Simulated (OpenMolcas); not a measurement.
# Nb³⁺: the spin-orbit constant, worked from levels

```json
{
  "Program": "OpenMolcas 26.06",
  "Basis": "ANO-RCC-VTZP [7s6p4d2f1g]",
  "Scalar Hamiltonian": "DKH2, point nucleus",
  "Active space": "2 electrons in 5 orbitals (4d)",
  "State averaging": "2S+1 = 3 even, 10 roots; 2S+1 = 1 even, 15 roots",
  "Spin-orbit coupling": "RASSI with atomic mean-field integrals over the reference wave functions, term energies averaged over their components"
}
```

Methods: CASSCF; SS-CASPT2, IPEA 0.25 Eh, imaginary shift 0.1 Eh (closed shells correlated: 4s 4p).

**The spin-orbit constant.** For the Hund term ³F of d2, E(J) = (A/2) J(J+1) + constant and ζ = 2S·A = 2A. From J = 2 to J = 4 the energy changes by 7 A.

```json
{"Source": "CASSCF", "E(4) - E(2)": "2320.0", "A": "331.4", "ζ": "663"}
{"Source": "SS-CASPT2", "E(4) - E(2)": "2348.0", "A": "335.4", "ζ": "671"}
```

All in cm-1. Both methods take the spin-orbit matrix elements from the reference wave functions, so the second can move ζ only through the term energies and any multistate remixing. Second-order mixing with other terms is absorbed into this ζ.

CASPT2 does not keep the components of a term degenerate, so their means are used; among the terms shown or strongly mixed into the levels shown the widest spread is 410 cm-1 (4d² ³F, SS-CASPT2). Without dynamic correlation excited terms often stand tens of per cent too high (terms of higher spin than the ground term too low), and those without a measured partner can miss by more than the paired ones (holds for CASSCF). Levels of configurations outside the active space are missing.
